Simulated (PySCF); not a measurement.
Spinor energies of I⁺ (iodine, charge +1)

Start: [Kr] 4d10 5s2 5p4; 5p1/2 filled at m_j = -1/2, +1/2; 5p3/2 filled at m_j = +1/2, +3/2. Calculated with PySCF 2.14 in x2c-TZVPall-2c with one added diffuse shell each of s, p, d, f type (9s10p6d3f, 90 functions): generalised Hartree-Fock with the X2C-1e Hamiltonian and a Gaussian nucleus; one run each with spin-orbit coupling (SO) switched off, then screened by Boettger's factors.

```tsv
spinor shell	electrons	ε, spin-free (eV)	ε, screened SO (eV)	weight of nominal j (screened SO)	rms radius, screened SO (bohr)
1s1/2	2	-33343.7	-33339.9	1.000	0.0311
2s1/2	2	-5259.6	-5258.4	1.000	0.127
2p1/2	2	-4714.6	-4922.3	1.000	0.109
3s1/2	2	-1111.9	-1111.5	1.000	0.334
3p1/2	2	-931.11	-971.21	1.000	0.327
3p3/2	4	-931.11	-912.66	1.000	0.338
3d3/2	4	-660.78	-667.70	1.000	0.311
3d5/2	6	-660.78	-655.63	1.000	0.314
4s1/2	2	-220.64	-220.40	1.000	0.787
4p1/2	2	-161.39	-169.23	1.000	0.826
4p3/2	4	-161.39	-157.56	1.000	0.855
4d3/2	4	-72.221	-73.186	0.995	0.987
4d5/2	6	-72.221	-71.253	0.997	0.997
5s1/2	2	-32.260	-32.182	0.999	2.09
5p3/2	2	-19.884	-20.231	0.759	2.50
5p1/2	2	-19.884	-19.683	0.708	2.48
```

Task: Where does 2p3/2 lie, and what is the 2p spin-orbit splitting (screened SO)?

Result: At -4620.8 eV, 301.47 eV above 2p1/2.

```tsv
quantity	spin-free	screened SO
E (hartree)	-7111.30028	-7113.45309
M_J	2	2
⟨J²⟩	6.014	6.028
⟨L²⟩	2.010	2.368
⟨S²⟩	2.004	1.863
```

Each row is a mean over spinors that exchange with the open shell spreads, by up to 4.642 eV (5s1/2).

Rows whose weight is well below 1 are mixtures of j = l ± 1/2: exchange outweighs spin-orbit coupling there, and the label is only the starting occupation.

Breit and QED terms are absent; they matter most for the inner s and p1/2 levels.

Densities and radii are taken from the X2C orbitals without a picture-change correction, which distorts them close to the nucleus.

Without spin-orbit coupling the j labels of p, d and f shells carry no meaning; the spin-free column gives the mean over the occupied spinors of each nl shell.
